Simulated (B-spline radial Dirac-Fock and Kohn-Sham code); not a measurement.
Dipole and non-dipole photoemission parameters of P⁵⁺ 2p1/2

System: the P⁵⁺ ion, [He] 2s2 2p6; threshold 217.8 eV (orbital energy of the model). Method: Dirac-Hartree-Slater photoionisation with a Latter tail; cross sections with all multipoles, angular parameters from the dipole term and its interference with E2. Computed with an atomic code on a B-spline grid.

```
hν (eV)   σ (kb)      β      γ      δ
    280      599  1.404  0.043  0.014
    289      558  1.419  0.052  0.014
    400      254  1.481  0.147  0.016
    405      246  1.481  0.151  0.016
    421      222  1.480  0.163  0.017
    639     70.9  1.419  0.300  0.024
    680     59.6  1.403  0.321  0.025
    744     46.1  1.378  0.353  0.027
    800     37.3  1.355  0.378  0.029
   1010     18.6  1.268  0.454  0.037
   1050     16.5  1.252  0.465  0.039
   1170     11.8  1.207  0.500  0.044
   1360     7.39  1.140  0.546  0.051
 1486.9        ?      ?      ?      ?
   3680    0.270  0.676  0.827  0.141
   5340   0.0718  0.523  0.917  0.194
   6000   0.0470  0.480  0.945  0.214
   6100   0.0443  0.475  0.949  0.217
   6850   0.0289  0.436  0.978  0.237
   7200   0.0241  0.420  0.990  0.247
 8047.8   0.0160  0.386  1.020  0.268
  12100  0.00345  0.276  1.157  0.355
```

Q: Give the values at Al Kα (taken as 1486.9 eV).

A: σ = 5.57 kb, β = 1.100, γ = 0.573, δ = 0.057.
